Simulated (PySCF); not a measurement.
tetrafluoroborate (BF4), SMILES F[B-](F)(F)F, charge -1. The structure is a stationary point at PBE-D3(BJ)/def2-SVPD.

Calculation: PBE-D3(BJ)/def2-SVPD run with PySCF 2.14.0.

Harmonic wavenumbers (cm⁻¹): 327, 327, 485, 485, 485, 716, 1023, 1023, 1023. Rotational constants (GHz): 4.913, 4.913, 4.913; symmetry number 12.

Problem. Work out the zero-point energy and the ideal-gas rigid-rotor harmonic-oscillator thermochemistry at 298.15 K and 1 atm.

Solution. ZPE = ½ Σ hcν = ½ × 5891 cm⁻¹ = 8.42 kcal/mol. H − E(el) = 11.85 kcal/mol. Entropy in cal/(mol K): translation 39.30, rotation 20.47, vibration 5.19, total 64.96. G − E(el) = -7.52 kcal/mol. Cp = 16.90 cal/(mol K).
